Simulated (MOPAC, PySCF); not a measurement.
H₉ClSi₄, SMILES `Cl[Si]([SiH3])([SiH3])[SiH3]`, neutral singlet in the gas phase. 

Cartesian coordinates (Å):
```xyz
14

Si    -1.9124    -1.1285     0.2912
Si     0.0325    -0.1224    -0.5451
Si    -0.0638     2.2113    -0.3487
Si     1.9505    -0.9857     0.4896
Cl     0.1545    -0.5821    -2.5911
H     -2.0265    -0.8209     1.7386
H     -1.8452    -2.5978     0.1108
H     -3.1041    -0.5997    -0.4130
H     -0.1509     2.5678     1.0893
H     -1.2589     2.7340    -1.0517
H      1.1551     2.8233    -0.9277
H      1.8928    -0.6761     1.9398
H      3.1658    -0.3680    -0.0909
H      2.0105    -2.4552     0.3089
```
Charge 0, spin multiplicity 1.

All levels are single points at this geometry (B3LYP-D3(BJ)/def2-TZVP); Pople sets use spherical d functions. Orbital energies aren't observables, and empty levels follow the basis.

B3LYP-D3(BJ)/def2-TZVP in PySCF gives HOMO (eV) = -7.61.

Question: Estimate the HOMO (eV) from each of these levels: B3LYP/6-311+G** in PySCF; B3LYP/LANL2DZ in PySCF; M06-2X/6-31G* in PySCF; SVWN5/6-31G* in PySCF; AM1 in MOPAC.

Answer: 
```
level                     HOMO (eV)
------------------------  ---------
B3LYP/6-311+G** in PySCF      -7.68
B3LYP/LANL2DZ in PySCF        -7.76
M06-2X/6-31G* in PySCF        -8.76
SVWN5/6-31G* in PySCF         -6.70
AM1 in MOPAC                 -10.28
```
